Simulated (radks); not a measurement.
The numbers below are computed, except where a source is named.
Ru+, 43 electrons, occupied as [Kr] 4d7.

Code: a radial shooting solver on a logarithmic mesh with Libxc functionals. Model: scalar-relativistic Kohn-Sham, PBEsol, spin-polarised, spherical densities, finite nucleus; open shells are filled with parallel spins first (spin-orbit coupling, left out, can overturn this in heavy ions); Fermi nuclear charge, rms radius 4.4809 fm.

Energy parts (hartree):
total: -4528.14380
kinetic: 4682.00458
electron-nucleus: -10914.45494
Hartree: 1835.24623
exchange-correlation: -130.93966

Orbitals (lengths in bohr, moments of r in powers of bohr; <r^-3> diverges for s and p1/2; r(90%) holds 90 % of the orbital's charge):
| orbital | occ. | eigenvalue (hartree) | <r> | r(90%) | <r^-3> | <r^4> |
|---|---|---|---|---|---|---|
| 1s down | 1 | -805.9433 | 0.03345 | 0.0600 | - | 5.918e-06 |
| 1s up | 1 | -805.9432 | 0.03345 | 0.0600 | - | 5.918e-06 |
| 2s up | 1 | -116.1158 | 0.1457 | 0.225 | - | 0.001078 |
| 2s down | 1 | -116.1014 | 0.1457 | 0.225 | - | 0.001078 |
| 2p up | 3 | -104.0446 | 0.1270 | 0.207 | 2998 | 0.0007717 |
| 2p down | 3 | -104.0337 | 0.1270 | 0.207 | 2998 | 0.0007715 |
| 3s up | 1 | -20.65687 | 0.4030 | 0.595 | - | 0.05331 |
| 3s down | 1 | -20.64868 | 0.4030 | 0.594 | - | 0.05325 |
| 3p up | 3 | -16.69123 | 0.4033 | 0.608 | 514.5 | 0.05801 |
| 3p down | 3 | -16.68202 | 0.4032 | 0.608 | 514.4 | 0.05790 |
| 3d up | 5 | -10.30533 | 0.3843 | 0.612 | 69.34 | 0.05980 |
| 3d down | 5 | -10.29165 | 0.3842 | 0.611 | 69.33 | 0.05959 |
| 4s up | 1 | -3.10248 | 1.021 | 1.49 | - | 2.118 |
| 4s down | 1 | -3.03603 | 1.018 | 1.48 | - | 2.098 |
| 4p up | 3 | -2.00593 | 1.131 | 1.68 | 78.22 | 3.437 |
| 4p down | 3 | -1.93512 | 1.128 | 1.67 | 79.01 | 3.419 |
| 4d up | 5 | -0.49030 | 1.627 | 2.62 | 5.495 | 21.38 |
| 4d down | 2 | -0.41898 | 1.663 | 2.71 | 5.404 | 25.25 |

The highest occupied level is 4d down at -11.401 eV. Summed over all electrons, <r^2> = 37.55 bohr^2, which gives a Langevin (diamagnetic) susceptibility term of -29.7 x 10^-6 cm^3/mol.
